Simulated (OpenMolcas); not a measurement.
**Ti, Zr, Hf: d2 s2 down the group**

```yaml
Program: OpenMolcas
Method: SS-CASPT2, IPEA 0.25 Eh, imaginary shift 0.1 Eh
Basis: ANO-R2
Scalar_Hamiltonian: X2C, finite nucleus
Spin-orbit_coupling: RASSI with atomic mean-field integrals over the reference wave functions, term energies averaged over their components
```

Active space for each ion: 2 electrons in 5 orbitals (d); closed shells correlated by CASPT2: Ti 3s 3p 4s; Zr 4s 4p 5s; Hf 5s 5p 6s.

Computed levels in cm-1 above 3F2:

| Level | Ti | Zr | Hf |
| --- | --- | --- | --- |
| 3F3 | 178 | 614 | 2850 |
| 3F4 | 408 | 1330 | 5400 |
| 1D2 | 6450 | 4790 | 6680 |
| 3P0 | 9950 | 7180 | 7530 |
| 3P1 | 10010 | 7420 | 9170 |
| 3P2 | 10130 | 7880 | 11560 |
| 1G4 | 12860 | 9680 | 12060 |
| 1S0 | 27690 | 20380 | 20910 |
| weight of 3F in the lowest level (%) | 100 | 99 | 90 |

Mixed levels, with the weight of the term that names them: Hf 1D2 (72 %).

Measured, with the error of the calculation in %. Measured levels: Ti, Zr, Hf from NIST Handbook of Basic Atomic Spectroscopic Data.

```tsv
Level	Ti	Zr	Hf
3F3	170 (+4.6)	570 (+7.6)	2357 (+20.8)
3F4	387 (+5.4)	1241 (+7.2)	4568 (+18.1)
1D2	7255 (-11.1)	5102 (-6.0)	5639 (+18.4)
3P0	8437 (+17.9)	4197 (+71.0)	5522 (+36.3)
3P1	8492 (+17.9)	4376 (+69.6)	6573 (+39.5)
3P2	8602 (+17.8)	4186 (+88.1)	8984 (+28.7)
1G4	12118 (+6.1)	8057 (+20.1)	10533 (+14.5)
1S0		13142 (+55.1)	20328 (+2.9)
```

The fine-structure level 3F4 changes by a factor of 13.2 from Ti to Hf.

Without spin-orbit coupling 1D lies 6220, 4020, 3370 cm-1 above 3F in that order; the difference to the level 1D2, of either sign, comes from spin-orbit coupling, which also lowers the zero.

Term energies are means over components that CASPT2 splits; among the terms shown or strongly mixed into the levels shown the widest spread is 1100 cm-1 (3d2 4s2 3F, Ti). Over all roots computed the reference weight is 0.85 to 0.91 in Hf; the roots of lowest weight are the least certain, and an intruder state may touch them. With the s shell closed, the reference lacks s² → p², s² → d² and s → d mixing, so excited terms can stand far too high and out of order, with CASPT2 too. Some terms miss by over 15 % even with CASPT2, which points to a basis or an active space too small for the shells correlated. Some levels mix across a computed gap that differs much from the measured one, so their mixing is not that of the real levels (holds for Hf). Computed and measured levels are paired by configuration, term and J; levels that our copy of the source lacks, or whose pairing is in doubt (as where it misses far off the trend of its configuration), stay unpaired and out of the deviations. Only configurations of the active space appear.
